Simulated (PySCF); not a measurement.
This PySCF input asks for the NMR shieldings of SMILES [Al@H-]([C]#C)([C@@H]1C[C@H]1F)[S+](C)C, C$_{7}$H$_{12}$AlFS; the geometry comes from GFN2-xTB.

```python
import basis_set_exchange as bse
import numpy as np
from pyscf import gto, dft
from pyscf.prop import nmr

atoms = """
C    -0.071909    1.356033   -2.555530
C    -0.128815    1.078557   -1.377031
Al   -0.363250    0.761033    0.553220
C    -1.484361   -0.802881    1.053315
C    -2.373082   -1.272144   -0.096369
C    -2.922536   -0.370790    0.940080
F    -3.840564   -0.888661    1.812295
S     1.899029   -0.069564    1.125325
C     2.684695    1.378207    0.374437
C     1.959669   -1.235722   -0.261698
H    -0.020707    1.589365   -3.584147
H    -0.287237    1.991767    1.496968
H    -1.360054   -1.570897    1.817475
H    -2.721076   -2.294967   -0.097289
H    -2.208451   -0.857919   -1.084013
H    -3.190263    0.654047    0.699751
H     2.045594    1.789941   -0.405938
H     2.818839    2.107634    1.166944
H     3.650284    1.086719   -0.027345
H     1.376025   -0.852800   -1.098053
H     1.531859   -2.167971    0.093778
H     2.995898   -1.389601   -0.547025
"""
names = dict.fromkeys(["C", "Al", "F", "S", "H"], "pcSseg-1")
basis = {el: gto.basis.parse(bse.get_basis(n, elements=[el], fmt="nwchem")) for el, n in names.items()}
mol = gto.M(atom=atoms, basis=basis, charge=0, verbose=0)
mf = dft.RKS(mol, xc="PBE0")
mf.grids.level = 2
mf.grids.alignment = dft.numint.BLKSIZE   # the property module wants whole blocks of grid points
mf.conv_tol = 1e-9
mf.kernel()

calc = nmr.RKS(mf)   # GIAO
C = mf.mo_coeff
Co = C[:, mf.mo_occ > 0]
resp = mf.gen_response(singlet=True, hermi=2)
def vind(x):   # induced exchange potential for any number of trial vectors
    d = np.einsum("pi,xij,qj->xpq", C, 2 * x.reshape(-1, C.shape[1], Co.shape[1]), Co, optimize=True)
    return np.einsum("xpq,pi,qj->xij", resp(d - d.transpose(0, 2, 1)), C, Co, optimize=True).ravel()
mo1, _ = nmr.rhf.solve_mo1(calc, with_cphf=vind)
sigma = calc.kernel(mo1)
for i, s in enumerate(sigma):   # ppm
    w = np.linalg.eigvalsh((s + s.T) / 2)
    print("%2d %-2s iso %8.1f  s11 %8.1f  s22 %8.1f  s33 %8.1f" % (i, mol.atom_pure_symbol(i), w.mean(), *w))
```

**Question.** What does it print?

**Answer.** 
```
 0 C  iso     79.0  s11    -12.7  s22     -6.8  s33    256.4
 1 C  iso     86.7  s11    -13.8  s22     -9.8  s33    283.7
 2 Al iso    423.8  s11    381.0  s22    437.2  s33    453.3
 3 C  iso    187.1  s11    148.3  s22    182.6  s33    230.4
 4 C  iso    175.1  s11    147.2  s22    162.6  s33    215.6
 5 C  iso    112.5  s11     54.4  s22     84.5  s33    198.6
 6 F  iso    397.7  s11    328.2  s22    397.0  s33    468.0
 7 S  iso    621.1  s11    458.5  s22    641.5  s33    763.2
 8 C  iso    162.8  s11    146.4  s22    155.3  s33    186.7
 9 C  iso    162.7  s11    146.7  s22    155.2  s33    186.2
10 H  iso     30.0  s11     24.2  s22     24.6  s33     41.1
11 H  iso     27.6  s11     23.7  s22     26.4  s33     32.7
12 H  iso     31.9  s11     25.5  s22     29.3  s33     40.9
13 H  iso     30.7  s11     25.3  s22     27.3  s33     39.5
14 H  iso     31.0  s11     24.1  s22     29.0  s33     39.9
15 H  iso     27.4  s11     21.1  s22     29.0  s33     32.1
16 H  iso     28.1  s11     21.0  s22     29.1  s33     34.1
17 H  iso     29.6  s11     24.8  s22     25.8  s33     38.1
18 H  iso     29.8  s11     24.7  s22     26.9  s33     38.0
19 H  iso     27.9  s11     22.0  s22     28.0  s33     33.8
20 H  iso     29.4  s11     24.7  s22     26.9  s33     36.7
21 H  iso     29.7  s11     24.3  s22     27.0  s33     37.9
```

These numbers come from an equivalent density-fitted implementation of the same equations, which agrees with the script to about 0.01 ppm for H and up to a few tenths of a ppm for heavy atoms, so last digits may differ.

Size and cost of the density-fitted run: 244 basis functions, 110 s wall time on 1 thread of an Arm Neoverse V2, shared host; peak memory 1.1 GiB.
